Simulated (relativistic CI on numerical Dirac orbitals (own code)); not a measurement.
**Pr2+: 5s photoemission**

Computed with this model: Dirac-Coulomb-Breit CI, orbitals from a KLI potential per configuration, model QED, multiplet model of photoemission in the sudden approximation, unscaled Slater integrals; configurations [Xe] 4f3 → [Kr] 4d10 4f3 5s 5p6; 300 K; Lorentzian 2.1 eV and Gaussian 0.6 eV FWHM. Energies are those of the free ion, without screening or charge transfer. The energies are binding energies and can lie tens of eV above those of solids. Without intra-shell correlation the exchange splitting of an s hole comes out too large, often by half or more. S is read from ⟨S²⟩ = S(S + 1).

free ion: ground-state S = 1.49, centroid 59.85 eV. Peaks (eV, height): 59.0 (100), 61.2 (68).

Strongest unbroadened transitions for free ion:

| Energy (eV) | Relative strength |
| --- | --- |
| 58.92 | 0.1 |
| 58.98 | 100.0 |
| 59.05 | 0.1 |
| 59.09 | 43.2 |
| 60.93 | 0.1 |
| 61.08 | 0.0 |
| 61.23 | 0.1 |
| 61.24 | 30.6 |
| 61.26 | 0.0 |
| 61.28 | 0.0 |
| 61.44 | 48.3 |
| 61.48 | 0.1 |
| 61.78 | 0.1 |
| 62.64 | 0.1 |
